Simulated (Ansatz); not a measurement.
Input for Ansatz (an electronic-structure program): U-B3LYP/def2-TZVPPD on FHMg (SMILES [F][MgH]), a point of a bond scan (R = 2.270 Å). Files ending in .json are basis or fitting sets from the Basis Set Exchange.

Ansatz 0.2 input:
```yaml
crystal:
  periodic: [false, false, false]
  atoms:
    - {symbol: Mg, position_ang: [-0.00000000, -0.00000000, -0.64398300]}
    - {symbol: H, position_ang: [0.00000000, 0.00000000, -2.91405744]}
    - {symbol: F, position_ang: [0.00000000, 0.00000000, 1.11703507]}
basis:
  gaussian:
    orbitals: def2-TZVPPD.json
hamiltonian:
  xc: {name: B3LYP}
magnetization: {spin_polarized: true, initial_magnetization: 0}
```

It printed:

```
WARN ansatz: RAYON_NUM_THREADS=1 ignored (pool sized by the plan → 1); use --threads N
Functional definition: B3LYP
integrals: 0.02 GiB planned
564 factors; their error is unknown
mean field: 0.25 GiB planned
mean field evaluation 1: about -8176.0434 eV, gradient 3.4e1 eV
mean field evaluation 2: about -8155.7038 eV, gradient 8.7e1 eV
mean field evaluation 4: about -8179.8233 eV, gradient 3.3e0 eV
mean field evaluation 8: about -8179.9713 eV, gradient 1.7e-2 eV
mean field -8179.97126488 eV, -300.6083994007 hartree, gradient 2.4e-5 eV, S^2 0.000000; 0 other end points of the search recorded, 0 dependent functions left out
reference -8179.97149998 eV, -300.6084080406 hartree; 11, 11 occupied and 81, 81 virtual orbitals, 564 factors
Total energy: -8179.97149998 eV, -300.6084080406 hartree
```

Self-consistency was reached.

Cost: about 1.3 core-seconds (a rough figure).
